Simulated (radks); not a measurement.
Q: Species: Cs0.8+. Configuration: [Kr] 4d10 5s1.2 5p6 6s1 (fractional occupations, a model configuration). Calculated with a radial shooting solver on a logarithmic mesh with Libxc functionals: scalar-relativistic Kohn-Sham, r2SCAN, spin-unpolarised, spherical densities, finite nucleus; meta-GGA in the generalised Kohn-Sham scheme; Fermi nuclear charge, rms radius 4.8041 fm. Some entries of the table are withheld. Estimate them.

| orbital | occ. | eigenvalue (eV) | r(max) (bohr) |
|---|---|---|---|
| 1s | 2 | -35868.72 | 0.01678 |
| 2s | 2 | (1) | 0.09483 |
| 2p | 6 | -5068.359 | 0.07620 |
| 3s | 2 | -1189.706 | 0.2721 |
| 3p | 6 | -1000.571 | 0.2663 |
| 3d | 10 | -723.3230 | (2) |
| 4s | 2 | -234.8012 | 0.6429 |
| 4p | 6 | -173.9784 | 0.6729 |
| 4d | 10 | -85.0970 | 0.7202 |
| 5s | 1.2 | -35.6913 | 1.539 |
| 5p | 6 | -21.5903 | 1.751 |
| 6s | 1 | (3) | 4.268 |

A: 
(1) 2s eigenvalue (eV): -5652.454
(2) 3d r(max) (bohr): 0.2207
(3) 6s eigenvalue (eV): -6.1092
